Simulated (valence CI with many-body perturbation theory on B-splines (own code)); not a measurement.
## Questions on Te18+

Calculated by configuration interaction combined with many-body perturbation theory (CI+MBPT): six valence electrons over a frozen Dirac-Fock core [Ar] 3d10, a basis of 9 s, 9 p, 8 d, 6 f, 3 g, 1 h functions for each j, with the one-electron correlation potential Σ1, the two-electron term Σ2, the three-electron term Σ3, Breit, model QED; selected CI, second order for the rest, scaled by the run's own slope (own B-spline code, finite nucleus).

No measured spectrum was set against this ion. As an estimate, levels hold to about 250 cm⁻¹ or 0.2 % of their energy and the worst to 1 %, as in measured heavy ions of charge 2 to 7; those with d or f electrons hold less well. Among the levels kept, up to 1000 cm⁻¹ of a level comes from second order outside the variational space, and about a tenth of that is noise between levels of different J, which matters for small intervals.

Levels are named by their leading jj configuration (3d3/2^4 stands for four electrons in 3d with j = 3/2), which in mixed levels can hold well under half, so a name can repeat and another be missing.

Rates and lifetimes use the calculated energies. Strong lines usually hold to 10 to 20 %, long lifetimes can be off by a factor of two.

Task: What is the ground level?

Result: (4s^2 4p1/2^2 4p3/2^2) J=2, composition 76 % 4s²4p⁴ ³P + 22 % 4s²4p⁴ ¹D, g = 1.388.

Task: Where does the other parity begin?

Result: At (4s 4p1/2^2 4p3/2^3) J=2, 58.85 eV.

Task: What is the ionisation energy?

Result: 524.57 eV; NIST lists 522 ± 3 eV (theoretical).

Task: Name the longest-lived excited levels whose lifetime is computed, and their main decay.

Result: (4s^2 4p1/2^2 4p3/2^2) J=0 at 4.43 eV lives 738 ms, mostly by E2 to (4s^2 4p1/2^2 4p3/2^2) J=2; (4s^2 4p1/2^2 4p3/2 4d5/2) J=4 at 78.90 eV lives 1.70 ms, mostly by M2 to (4s^2 4p1/2^2 4p3/2^2) J=2; (4s^2 4p1/2 4p3/2^2 4d5/2) J=4 at 90.76 eV lives 218 μs, mostly by M1 to (4s^2 4p1/2^2 4p3/2 4d3/2) J=3. The lifetime of (4s^2 4p1/2 4p3/2^2 4d5/2) J=4 is too uncertain to give, and may be longer. The lifetime of (4s^2 4p1/2 4p3/2^2 4d5/2) J=5 is too uncertain to give, and may be longer.

Task: How well does LS coupling describe the low levels?

Result: Among the lowest 20 levels the leading LS term, summed over configurations, holds 64 % on average. For single configurations the figures are 60 % in LS and 75 % in jj coupling. Terms mix most in the J = 2 level at 76.25 eV, where the leading one holds 30 %.
